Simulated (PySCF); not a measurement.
# Electron correlation in O³⁺ (oxygen, charge +3)

[He] 2s2 2p1, 2P determinant. Computed with PySCF 2.14 in dyall-acv3z (15s9p4d2f, 76 functions), with no relativity, point nucleus. Frozen: nothing; 5 electrons correlated; the 5 highest virtual orbitals of each spin left out.

```
  level  correlation energy (mhartree)
   CCSD                        -144.94
    (T)                          -1.41
CCSD(T)                        -146.35
```

Diagnostics: T1 = 0.0046, D1 = 0.0110, largest double amplitude 0.134.

Q: Is a single reference adequate?

A: Mostly. T1 lies below 0.03, but a double amplitude of this size points to a near-degeneracy that CCSD handles and MP2 describes poorly.
